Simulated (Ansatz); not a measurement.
Species: C6H16OSi, SMILES `CC[Si](O)(CC)CC` (charge 0, multiplicity 1), formula C₆H₁₆OSi.

### Question
How many basis functions does Ansatz (an electronic-structure program) with frozen-core CCSD(T)/cc-pVDZ // B3LYP-D3(BJ)/def2-SVP use, how many core orbitals are frozen, and how many electrons are correlated?

### Answer
196 basis functions and 12 frozen orbitals, which leaves 50 correlated electrons. Core time is of the order of minutes.
